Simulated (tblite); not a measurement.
C9H13F.
Geometry (GFN2-xTB, Å), atoms numbered from 1 in this order:
```
atom  x, y, z in Å
C1    -2.3540    1.0638    0.6909
C2    -2.8449   -0.1493    0.5235
C3    -2.1419   -1.3037   -0.1285
C4    -0.8521   -0.9332   -0.8176
C5     0.2352   -1.9437   -0.9765
C6     0.4176   -0.8013   -0.0066
C7     1.3741    0.2650   -0.3164
C8     2.0743    0.9276    0.5950
C9     3.0428    2.0173    0.2748
F10    4.2908    1.7249    0.7889
H11   -1.3670    1.3379    0.3601
H12   -2.9246    1.8379    1.1751
H13   -3.8394   -0.3836    0.8835
H14   -2.8229   -1.7568   -0.8577
H15   -1.9450   -2.0641    0.6346
H16   -0.9831   -0.2247   -1.6272
H17    0.0887   -2.9299   -0.5632
H18    0.8222   -1.9337   -1.8823
H19    0.3418   -1.0395    1.0472
H20    1.4809    0.5139   -1.3654
H21    1.9856    0.6854    1.6449
H22    3.1712    2.1496   -0.8041
H23    2.7448    2.9673    0.7368
```

All values are computed: GFN2-xTB (tblite) harmonic vibrations without scaling, gas phase. This tight-binding method is rough: wavenumbers can miss measured ones by several per cent, in bad cases by 10 to 20. One conformer, not necessarily the lowest.

Harmonic wavenumbers (cm⁻¹): 29.5, 57.6, 80.5, 89.6, 116.8, 133.3, 199.7, 275.1, 302.6, 355.6, 426.5, 452.1, 494.6, 544.1, 580.9, 753.9, 826.0, 878.5, 891.5, 906.6, 943.9, 960.4, 971.5, 980.9, 1002.2, 1008.0, 1025.8, 1044.1, 1062.8, 1081.1, 1098.5, 1109.1, 1136.8, 1175.1, 1199.9, 1204.9, 1233.5, 1238.3, 1280.2, 1296.2, 1300.6, 1315.2, 1343.9, 1416.3, 1418.6, 1436.6, 1461.6, 1478.6, 1716.1, 1722.7, 2910.1, 2924.4, 2948.3, 2951.4, 3040.4, 3043.8, 3044.5, 3055.3, 3079.7, 3089.6, 3102.2, 3110.0, 3133.6.

A = 2469, B = 542.8, C = 464.7 MHz; mass 140.100 u (most abundant isotopes); point group C1, symmetry number 1.

Q: Zero-point energy?

A: ½Σν̃ = 42246 cm⁻¹ = 505.37 kJ/mol.

Q: What is S at 400 K and 1 bar for an ideal gas of classical rigid rotors and harmonic oscillators?

A: Translation 176.60, rotation 131.80, vibration 200.40: S = 508.8 J/(mol K).

Q: And Cp and H(400 K) − H(0)?

A: Cp = 230.30 J/(mol K), of which vibrations give 197.05 (their classical limit is 63 R = 523.8); H(400 K) − H(0) = 52.91 kJ/mol without the zero-point energy, 39.60 from vibrations.

Q: What must be added to the electronic energy to get the Gibbs energy at 400 K and 1 bar?

A: ZPE + [H(400 K) − H(0)] − T·S = 505.37 + 52.91 − 203.52 = 354.76 kJ/mol.

Q: Which modes carry the vibrational entropy at 400 K?

A: 29.5 cm⁻¹: 26.97; 57.6 cm⁻¹: 21.42; 80.5 cm⁻¹: 18.65; 89.6 cm⁻¹: 17.76; 116.8 cm⁻¹: 15.59; 133.3 cm⁻¹: 14.51 J/(mol K); the other 57 give 85.51 together.

Q: How do the functions run with temperature in this model?

A: 
| T (K) | S (J/(mol K)) | Cp (J/(mol K)) | H − H(0) (kJ/mol) | G − H(0) (kJ/mol) | ln q(vib) |
| --- | --- | --- | --- | --- | --- |
| 150 | 355.0 | 108.7 | 11.23 | -42.02 | 4.52 |
| 250 | 420.3 | 152.5 | 24.19 | -80.87 | 7.70 |
| 298.15 | 449.2 | 177.2 | 32.13 | -101.81 | 9.15 |
| 600 | 619.1 | 314.3 | 107.89 | -263.58 | 18.12 |
| 900 | 763.0 | 393.9 | 215.17 | -471.55 | 26.68 |

q(vib) and H(0) count from the zero-point level.

Q: Blend soft modes into free rotors: weight 1/[1 + (100 cm⁻¹/ν̃)⁴] for the oscillator and the rest for a rotor with moment μB/(μ + B), μ = h/(8π²ν), B = 10⁻⁴⁴ kg m². What vibrational entropy results?

A: 178.92 J/(mol K) in place of 200.40, which changes −T·S at 400 K by +8.59 kJ/mol.

Hindered rotation and anharmonicity are outside this model. Other conformers, if any are populated, would add a mixing term that is left out. The structure is chiral; the term R ln 2 for an equal mix with its mirror image is left out.
